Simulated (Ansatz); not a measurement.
`[GaH2][NH]B1CS1` + H₂O → `[OH][GaH2]` + `NB1CS1` at 600 K and 1 bar (formal hydrolysis of a Ga–N bond).

Computed with Ansatz on PBE0-D4/def2-TZVP structures; ΔE is electronic, products minus reactants. CCSD(T)/CBS is the MP2 limit (def2-TZVPP, def2-QZVPP) plus CCSD(T) − MP2 in def2-TZVPP, frozen cores. This one scheme is used for every species. For Ga outer-core shells are correlated without core-valence functions, which leaves a few kJ/mol of doubt a bond. Scalar relativity is left out up to krypton. One conformer a species, not always the lowest.

```
          species  CCSD(T)/CBS energy (Eh)  H − E (kJ/mol)  S (J/(mol·K))
`[GaH2][NH]B1CS1`              -2442.32425           225.7          445.6
              H₂O                -76.37941            76.8          212.8
     `[OH][GaH2]`              -2000.92981           103.5          310.5
         `NB1CS1`               -517.77714           199.1          355.1
```

H − E and S are ideal-gas, rigid-rotor, harmonic terms from PBE0-D4/def2-TZVP, for one conformer and one mirror image of each species. 1 Eh = 2625.50 kJ/mol, R = 8.31446 J/(mol·K).

**Question.** By hand: ΔE, ΔH, ΔS and ΔG.

**Answer.** ΔE = (-2000.92981) + (-517.77714) − (-2442.32425) − (-76.37941) = -0.00329 Eh = -8.6 kJ/mol. Δ(H − E) = 103.5 + 199.1 − 225.7 − 76.8 = 0.1, so ΔH = -8.5 kJ/mol. ΔS = 310.5 + 355.1 − 445.6 − 212.8 = 7.2 J/(mol·K). ΔG = -8.5 − 600 × (7.2)/1000 = -12.8 kJ/mol.

**Question.** By hand: the equilibrium constant, and the temperature at which ΔG would vanish if ΔH and ΔS stayed fixed.

**Answer.** log₁₀ K = −ΔG/(RT ln 10) = 1.1. ΔH and −TΔS have one sign here, so there is no such temperature.

TΔS isn't small against ΔH here. A doubt of 5 kJ/mol in ΔE shifts log₁₀ K by 0.4 here. Other conformers and mirror images would add mixing entropy, several J/(mol·K) or more a flexible species. These are equilibria of isolated gas molecules and say nothing of rates. Largest T1 diagnostic: 0.015 (customary marks: 0.02 for closed shells, 0.045 for open ones).

ΔS is within the doubt of such terms, so its sign, and with it that verdict, could turn.
